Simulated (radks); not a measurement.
Excited configurations of Tl XVII: one electron is placed in a higher orbital outside [Kr] 4d10 4f14 5s2 5p2. The ground configuration is [Kr] 4d10 4f14 5s2 5p3. Method: Dirac Kohn-Sham, PBE, spin-unpolarised, spherical densities, finite nucleus; open shells are shared between the two j in proportion to 2j + 1; Fermi nuclear charge, rms radius 5.4759 fm; computed with a radial shooting solver on a logarithmic mesh with Libxc functionals. Excitation = E - E(ground); binding = E(ion) - E, where the ion is the core of charge +17; n* = 17/sqrt(2 binding) in atomic units. These energies are relativistic, and a one-electron ion of charge +17 with no core already has n* below n in this formula (Dirac formula, point nucleus, mean over j: 6s 5.993, 6p 5.996, 6d 5.998, 7s 6.993, 7d 6.998, 7f 6.999). Eigenvalue and <r> are those of j = l + 1/2.

outer orbital  excitation (eV)  binding (eV)     n*  eigenvalue (eV)
6s                      144.15        245.15  4.005          -237.56
6p                      170.25        219.05  4.237          -208.60
6d                      205.46        183.84  4.625          -177.21
7s                      232.91        156.39  5.014          -152.20
7d                      265.32        123.98  5.632          -119.98
7f                      286.07        103.23  6.172          -99.967

The Delta-SCF ionisation energy is 389.30 eV (NIST Atomic Spectra Database: 392 eV, theoretical). Self-interaction in the functional shifts the binding energies and quantum defects, so they are the method's values and not measured ones. Spin polarisation and multiplet splitting are left out, so open shells lie too high by an amount that depends on their filling. Sharing an open shell by 2j + 1 raises it above the true ground level by a part of the spin-orbit splitting, which enters the differences from NIST.

Beside tabulated values, note that spin-unpolarised runs miss the spin-polarisation part of the exchange energy of open shells.
